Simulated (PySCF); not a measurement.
Si(F)(OH)(SH)2 (FH3OS2Si), SMILES S[Si](S)(F)O.

Geometry: PBE-D3(BJ)/def2-SVP. This is a generated structure with no PubChem entry under its InChIKey; it may be hypothetical. Other conformers were not sampled.

Two levels are set side by side: TDDFT-PBE/def2-SVPD (PySCF) and TDDFT-PBE0/def2-SVPD (PySCF). Vertical, same geometry. The lowest singlet is HOMO→LUMO 95 % with PBE and HOMO→LUMO+1 64 %, HOMO−1→LUMO+1 23 % with the other functional; states are paired by order. Differences are taken from unrounded values.

```csv
quantity,TDDFT-PBE0
lowest singlet excitation (eV),6.29
lowest triplet excitation (TDA) (eV),5.82
first bright state (f over 0.05) (eV),6.45
its oscillator strength,0.06
```

What does TDDFT-PBE give, and how far is it from TDDFT-PBE0? (Estimate from the structure and the level; the computed values follow.)


```
quantity                               TDDFT-PBE  TDDFT-PBE minus TDDFT-PBE0
-------------------------------------  ---------  --------------------------
lowest singlet excitation (eV)              5.65                       -0.64
lowest triplet excitation (TDA) (eV)        5.43                       -0.40
first bright state (f over 0.05) (eV)       7.04                        0.59
its oscillator strength                     0.07                        0.00
```

A lower first singlet is the usual sign of a functional without exact exchange. Differences between two approximate levels are no errors against the true value.

Rough cost on one machine, each run with all the roots and properties that it gave: TDDFT-PBE0 against TDDFT-PBE about 5 times.
